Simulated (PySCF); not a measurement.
MoOCl4, SMILES [Cl][Mo](=[O])([Cl])([Cl])[Cl], multiplicity 1.

Geometry: PBE0-D3(BJ)/def2-SVP. The spin state was assumed, not searched. The isomer is the one that the SMILES or the coordinates give; other isomers of the formula were not compared. The def2 effective core potentials stand for the cores of Mo; spin–orbit coupling is left out.

All values below come from PBE0-D3(BJ)/def2-SVP (PySCF).

Frequencies are harmonic and unscaled.

Modes within 1.5 cm⁻¹ of each other (mostly degenerate sets) share a row, with their intensities summed.

```json
[
 {"mode": "1–2", "ν (cm⁻¹)": "35", "IR (km/mol)": "12.0", "Raman (Å⁴/amu)": "5.5", "depolarisation": "0.75", "moving atoms (share of kinetic energy)": "Cl 83 %, O 17 %"},
 {"mode": "3–4", "ν (cm⁻¹)": "148", "IR (km/mol)": "12.4", "Raman (Å⁴/amu)": "4.9", "depolarisation": "0.75", "moving atoms (share of kinetic energy)": "Cl 72 %, Mo 23 %"},
 {"mode": "5", "ν (cm⁻¹)": "198", "IR (km/mol)": "1.5", "Raman (Å⁴/amu)": "0.3", "depolarisation": "0.15", "moving atoms (share of kinetic energy)": "Cl 67 %, Mo 28 %"},
 {"mode": "6–7", "ν (cm⁻¹)": "254", "IR (km/mol)": "24.0", "Raman (Å⁴/amu)": "12.6", "depolarisation": "0.75", "moving atoms (share of kinetic energy)": "O 59 %, Cl 37 %"},
 {"mode": "8", "ν (cm⁻¹)": "328", "IR (km/mol)": "44.6", "Raman (Å⁴/amu)": "7.4", "depolarisation": "0.75", "moving atoms (share of kinetic energy)": "Cl 87 %, Mo 11 %"},
 {"mode": "9", "ν (cm⁻¹)": "394", "IR (km/mol)": "14.5", "Raman (Å⁴/amu)": "26.8", "depolarisation": "0.01", "moving atoms (share of kinetic energy)": "Cl 90 %, Mo 9 %"},
 {"mode": "10–11", "ν (cm⁻¹)": "431", "IR (km/mol)": "171.2", "Raman (Å⁴/amu)": "3.9", "depolarisation": "0.75", "moving atoms (share of kinetic energy)": "Cl 65 %, Mo 34 %"},
 {"mode": "12", "ν (cm⁻¹)": "1043", "IR (km/mol)": "193.1", "Raman (Å⁴/amu)": "24.1", "depolarisation": "0.16", "moving atoms (share of kinetic energy)": "O 86 %, Mo 14 %"}
]
```
